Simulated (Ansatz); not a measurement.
Job for Ansatz (a quantum-chemistry and plane-wave program): U-CCSD(T)/aug-cc-pVTZ on AsH2 (SMILES [AsH2]), 2S+1 = 2, atoms moved off the minimum. The run froze 14 orbitals, filled d shells among them.

Ansatz 0.2 input:
```yaml
crystal:
  periodic: [false, false, false]
  atoms:
    - {symbol: As, position_ang: [-0.03591071, 0.05255529, -0.02869072]}
    - {symbol: H, position_ang: [-1.12417956, -0.97585968, -0.06695668]}
    - {symbol: H, position_ang: [1.08508685, -0.95678208, -0.09156771]}
basis:
  gaussian:
    orbitals: aug-cc-pVTZ
magnetization: {spin_polarized: true, initial_magnetization: 1}
correlation: {method: ccsd_t, electrons: outside_noble_gas}
scf: {omitted_lower_state_checks: [cluster_reference]}
output: {forces: true}
```

Output:

```
WARN ansatz: RAYON_NUM_THREADS=1 ignored (pool sized by the plan → 1); use --threads N
Functional definition: HF
these checks for a lower state are left out or cut short: cluster_reference
integrals: 0.20 GiB planned
617 factors; integrals over basis functions are off by at most 1.2e-3 eV
mean field: 0.26 GiB planned
mean field evaluation 1: about -60827.4614 eV, gradient 6.0e0 eV
mean field evaluation 2: about -60827.4623 eV, gradient 6.0e0 eV
mean field evaluation 4: about -60827.9276 eV, gradient 5.0e-1 eV
mean field evaluation 8: about -60827.9335 eV, gradient 6.5e-4 eV
mean field -60827.93346572 eV, -2235.3853242109 hartree, gradient 1.7e-6 eV, S^2 0.765786; 0 other end points of the search recorded, 0 dependent functions left out
14 core orbitals not correlated
reference -60827.93346572 eV, -2235.3853242109 hartree; 4, 3 occupied and 87, 88 virtual orbitals, 617 factors
densities: 0.81 GiB planned
second order -3.47962114 eV of doubles, -0.00000000 eV of singles
coupled cluster: 0.52 GiB planned
cycle   1  -3.95024492 eV  change   -4.7e-1 eV  update   5.4e-2
cycle   2  -4.12745174 eV  change   -1.8e-1 eV  update   2.0e-2
cycle   3  -4.13729114 eV  change   -9.8e-3 eV  update   5.6e-3
cycle   4  -4.13702107 eV  change    2.7e-4 eV  update   1.8e-3
cycle   5  -4.13660283 eV  change    4.2e-4 eV  update   5.5e-4
cycle   6  -4.13659682 eV  change    6.0e-6 eV  update   1.6e-4
cycle   7  -4.13663978 eV  change   -4.3e-5 eV  update   5.6e-5
cycle   8  -4.13664793 eV  change   -8.1e-6 eV  update   1.7e-5
cycle   9  -4.13664538 eV  change    2.5e-6 eV  update   5.2e-6
cycle  10  -4.13664595 eV  change   -5.6e-7 eV  update   2.1e-6
cycle  11  -4.13664640 eV  change   -4.5e-7 eV  update   8.3e-7
perturbative correction -0.13505872 eV, -0.0049633164 hartree
the calculation of the forces begins
Total energy: -60832.20517083 eV, -2235.5423064785 hartree
Atom 0 at    -0.035911     0.052555    -0.028691 Å, force     0.162595     0.864486     0.040867 eV/Å
Atom 1 at    -1.124180    -0.975860    -0.066957 Å, force    -0.308513    -0.515594    -0.021927 eV/Å
Atom 2 at     1.085087    -0.956782    -0.091568 Å, force     0.145918    -0.348891    -0.018940 eV/Å
Dipole moment:    -0.001839    -0.078339    -0.003853 e Å
Checks for a lower state left out: cluster_reference
```

Self-consistency was reached.

Cost: very roughly 19 core-seconds.
